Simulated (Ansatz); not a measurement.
Stepwise reaction of `[OH][Al]([OH])[Cl]` with methanol, as a gas-phase model of exchange steps in deposition or etching. ΔE in kJ/mol.

Isolated molecules relaxed with PBE0-D4/def2-TZVP in Ansatz; ΔE leaves out vibrations. CCSD(T)/CBS adds triple-zeta CCSD(T) − MP2 to the extrapolated MP2 energy (def2 sets, frozen cores). This one scheme is used for every species. Functionals use def2-TZVPP. B3LYP here is the variant with VWN-RPA as its local correlation; programs differ in this. Each species was taken in one conformer, which may not be the lowest.

```tsv
step	reaction	PBE-D4	B3LYP-D4	ωB97M-V	CCSD(T)/CBS
1	`[OH][Al]([OH])[Cl]` + CH₃OH → `C[O][Al]([OH])[Cl]` + H₂O	3.6	1.4	3.3	0.9
```

(1) Give the row of step 2, `C[O][Al]([OH])[Cl]` + CH₃OH → `C[O][Al]([Cl])[O]C` + H₂O. (An estimate is asked.)

(2) By hand: ΔE of the 2 steps together at CCSD(T)/CBS.

## Answers

(1) Computed: 
```json
{"step": "2", "reaction": "`C[O][Al]([OH])[Cl]` + CH₃OH → `C[O][Al]([Cl])[O]C` + H₂O", "PBE-D4": "3.8", "B3LYP-D4": "1.4", "ωB97M-V": "3.4", "CCSD(T)/CBS": "0.9"}
```

(2) (0.9) + (0.9) = 1.8 kJ/mol, or 0.9 kJ/mol a step.

In ΔE the steps differ by no more than 0.0 kJ/mol. PBE-D4 differs from CCSD(T)/CBS by 2.7 to 2.9 kJ/mol a step. Isolated molecules leave out the surface, adducts and barriers. Largest T1 diagnostic: 0.011.
